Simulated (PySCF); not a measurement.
C3H9ClOSi, SMILES C(CC[SiH2]Cl)O.

Coordinates come from a ωB97X-D3(BJ)/def2-SVP optimisation. The structure was generated by enumeration, and PubChem lists no compound with its InChIKey, so it may never have been made. The values are those of a single conformer.

Two levels are set side by side: PBE/def2-TZVP (PySCF) and CAM-B3LYP/def2-TZVP (PySCF). Same geometry, gas phase. Differences are taken from unrounded values.

| quantity | PBE |
|---|---|
| orbital gap (eV) | 5.81 |
| highest occupied level (eV) | -6.49 |
| lowest empty level (eV) | -0.67 |
| dipole moment (D) | 3.12 |
| mean polarisability (bohr³) | 80.7 |

Q: These are the PBE values. What does CAM-B3LYP give? (Estimate from the structure and the level; the computed values follow.)

A: 
```
quantity                     CAM-B3LYP  PBE minus CAM-B3LYP
---------------------------  ---------  -------------------
orbital gap (eV)                 10.77                -4.95
highest occupied level (eV)      -9.59                 3.11
lowest empty level (eV)           1.17                -1.85
dipole moment (D)                 3.25                -0.12
mean polarisability (bohr³)       76.8                  3.9
```

PBE's occupied levels lie high since its potential decays too fast outside the molecule; exact exchange lowers them and widens the gap. PBE's more diffuse valence density responds more strongly to a field. Differences between two approximate levels are no errors against the true value.

Rough cost on one machine, each run with all the roots and properties that it gave: CAM-B3LYP against PBE within a factor of 2.
